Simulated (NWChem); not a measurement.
A series in which one site is exchanged, each optimised at PBE0/def2-SVP with NWChem, gas phase unless a solvent is named. This build's default masses of Se (78.918 u) and Br (79.917 u) are each other's, which moves their modes by up to 0.6 %. For some, no frequency run checked for a minimum. def2 effective core potentials on I; no spin-orbit coupling.

A: C[SiH2]F (CH5FSi; site = F)
B: [SiH2](Cl)C (CH$_{5}$ClSi; site = Cl)
C: I[SiH2]C (CH5ISi; site = I)
D: C[SiH2]Br (CH$_{5}$BrSi; site = Br)

```
quantity                                               A     B     C    D
--------------------------------------------------  ----  ----  ----  ---
dipole (D), PBE0/def2-SVP                           1.83  1.93  2.05  ___
static polarisability, PBE/def2-SVPD (bohr³)        41.9  56.3  79.4  ___
lowest singlet excitation, PBE/def2-SVPD, TDA (eV)  7.54  6.91  5.18  ___
```

Fill in the missing entries.


- dipole (D), PBE0/def2-SVP, D: 2.01
- static polarisability, PBE/def2-SVPD (bohr³), D: 64.7
- lowest singlet excitation, PBE/def2-SVPD, TDA (eV), D: 6.20
